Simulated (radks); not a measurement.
Species: Tm. Configuration: [Xe] 4f13 5d0.5 6s1.5 (fractional occupations, a model configuration). All-electron calculation, scalar-relativistic Kohn-Sham, PBE, spin-polarised, spherical densities, point nucleus; open shells are filled with parallel spins first (spin-orbit coupling, left out, can overturn this in heavy ions). Program: a radial shooting solver on a logarithmic mesh with Libxc functionals.

Normalised radial functions P(r) = r R(r), r in bohr:

r         5p down  6s down  4f down
0.001888   0.0035   0.0219   0.0000
0.002216   0.0046   0.0245   0.0000
0.0026     0.0060   0.0273   0.0000
0.003051   0.0078   0.0302   0.0000
0.003581   0.0102   0.0332   0.0000
0.004202   0.0133   0.0361   0.0000
0.004931   0.0174   0.0389   0.0000
0.005787   0.0225   0.0415   0.0000
0.006736   0.0288   0.0433   0.0000
0.007905   0.0370   0.0445   0.0000
0.009277   0.0473   0.0446   0.0000
0.01089    0.0600   0.0431   0.0001
0.01278    0.0754   0.0396   0.0001
0.01499    0.0936   0.0337   0.0002
0.01759    0.1146   0.0251   0.0004
0.02065    0.1380   0.0136   0.0007
0.02423    0.1625  -0.0007   0.0012
0.02821    0.1851  -0.0163   0.0021
0.0331     0.2054  -0.0338   0.0036
0.03884    0.2180  -0.0505   0.0063
0.04558    0.2180  -0.0637   0.0106
0.05349    0.1996  -0.0703   0.0178
0.06277    0.1578  -0.0669   0.0293
0.07367    0.0900  -0.0513   0.0472
0.08645   -0.0016  -0.0231   0.0745
0.1014    -0.1083   0.0149   0.1147
0.1181    -0.2078   0.0536   0.1684
0.1386    -0.2873   0.0872   0.2450
0.1626    -0.3139   0.1016   0.3446
0.1909    -0.2658   0.0873   0.4672
0.224     -0.1369   0.0419   0.6084
0.2628     0.0539  -0.0257   0.7586
0.3084     0.2605  -0.0954   0.9032
0.362      0.4198  -0.1414   1.0247
0.4248     0.4707  -0.1413   1.1050
0.4945     0.3870  -0.0910   1.1318
0.5803     0.1668   0.0038   1.1053
0.681     -0.1417   0.1139   1.0299
0.7991    -0.4668   0.2044   0.9193
0.9378    -0.7373   0.2448   0.7894
1.101     -0.9025   0.2185   0.6544
1.291     -0.9427   0.1264   0.5250
1.516     -0.8698  -0.0146   0.4081
1.779     -0.7193  -0.1774   0.3078
2.07      -0.5452  -0.3253   0.2295
2.43      -0.3681  -0.4505   0.1644
2.851     -0.2233  -0.5291   0.1152
3.346     -0.1208  -0.5544   0.0791
3.927     -0.0574  -0.5272   0.0530
4.608     -0.0235  -0.4564   0.0344
5.407     -0.0081  -0.3588   0.0215
6.346     -0.0023  -0.2553   0.0127
7.447     -0.0005  -0.1633   0.0071
8.669     -0.0001  -0.0954   0.0038
10.17     0.0000  -0.0473   0.0018
11.94     0.0000  -0.0201   0.0008
14.01     0.0000  -0.0072   0.0003
16.44     0.0000  -0.0021   0.0001

5p down: eigenvalue -26.357 eV, 3 radial nodes at r = 0.0862, 0.252, 0.635 bohr, <r> = 1.48 bohr, 90 % of the charge inside 2.19 bohr. 6s down: eigenvalue -3.510 eV, 5 radial nodes at r = 0.0241, 0.0956, 0.248, 0.577, 1.49 bohr, <r> = 4.02 bohr, 90 % of the charge inside 6.04 bohr. 4f down: eigenvalue -2.385 eV, 0 radial nodes, <r> = 0.816 bohr, 90 % of the charge inside 1.44 bohr.

Empty levels of this run are not shown, since the potential may be unsettled where no density lies.
